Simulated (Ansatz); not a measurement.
Gas-phase electronic energies from Ansatz, PBE0-D4/def2-TZVP geometries. CCSD(T)/CBS is the MP2 limit (def2-TZVPP, def2-QZVPP) plus CCSD(T) − MP2 in def2-TZVPP, frozen cores. This one scheme is used for every species. Functionals use def2-TZVPP. B3LYP here is the variant with VWN-RPA as its local correlation; programs differ in this. Each species was taken in one conformer, which may not be the lowest.

Consider the ligand exchange at the Si–C bond: `CN[SiH2]CCl` + `BN` → `BN[SiH2]NC` + `CCl`.

`CN[SiH2]CCl`:

```xyz
13

C    -0.664   -1.763    0.340
N     0.506   -0.942    0.568
Si    0.942    0.369   -0.437
C    -0.264    1.824   -0.417
Cl   -0.439    2.427    1.258
H    -0.517   -2.771    0.737
H    -0.835   -1.865   -0.735
H    -1.580   -1.353    0.784
H     0.780   -0.890    1.536
H     2.263    0.873    0.011
H     0.980   -0.106   -1.850
H    -1.259    1.542   -0.764
H     0.087    2.655   -1.031
```

`BN`:

Z-matrix (Å, degrees):
```
B
N 1 1.385
H 1 1.197 2 119.0
H 1 1.197 2 119.0 3 -180.0
H 2 1.006 1 123.2 3 -0.0
H 2 1.006 1 123.2 3 180.0
```

`BN[SiH2]NC`:

Cartesian coordinates in Å:
```
B 0.022 1.094 -2.199
N -0.333 -0.083 -1.535
Si 0.587 -0.908 -0.295
N -0.097 -0.870 1.265
C -0.295 0.327 2.051
H 1.066 1.619 -1.934
H -0.717 1.564 -3.018
H -1.227 -0.488 -1.780
H 1.897 -0.215 -0.307
H 0.680 -2.349 -0.643
H -0.584 -1.681 1.607
H 0.372 1.115 1.692
H -1.319 0.717 1.992
H -0.055 0.157 3.104
```

`CCl`:

```xyz
5

C    -0.022   -0.077   -0.122
Cl    0.250    0.856    1.361
H     0.459   -1.046   -0.016
H     0.407    0.468   -0.960
H    -1.094   -0.201   -0.263
```

```tsv
level	ΔE (kJ/mol)
PBE-D4	-49.7
B3LYP	-59.2
CCSD/def2-TZVPP	-60.9
HF/def2-QZVPP	-70.7
```

Task: What does CCSD(T)/CBS give? (An estimate is asked.)

Result: Computed: -59.1 kJ/mol. The listed levels differ from it by 9.4, -0.1, -1.8, -11.6 kJ/mol.

Largest T1 diagnostic among the species: 0.012.

In def2-TZVPP, CCSD(T) changes the Hartree–Fock value by +10.2 kJ/mol (the triples alone add +1.4 kJ/mol) and MP2 by +9.2 kJ/mol. From PBE to PBE0 (25 % exact exchange), in def2-TZVPP and without D4, ΔE moves by −3.5 kJ/mol.
